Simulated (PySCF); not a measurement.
A structure optimised at B3LYP-D3(BJ)/def2-SVP, used in a PySCF frequency run:

```xyz
11

Si     2.4626     0.0928    -0.1201
F      3.8081    -0.8351    -0.1355
Si     0.5598    -1.2829     0.0344
Si    -1.2421     0.1174    -0.4960
Cl    -3.0122    -0.5396     0.3632
Cl    -0.7324     1.9843     0.2925
H      2.5405     1.0101     1.0470
H      2.4260     0.8733    -1.3875
H      0.6178    -2.4296    -0.9187
H      0.3650    -1.7879     1.4237
H     -1.4868     0.3090    -1.9479
```

### Question
Write its SMILES and formula.

### Answer
F[SiH2][SiH2][SiH](Cl)Cl, Cl2FH5Si3

### Question
What are its rotational constants (standard atomic weights)?

### Answer
2.1410, 0.57030, 0.46911 GHz
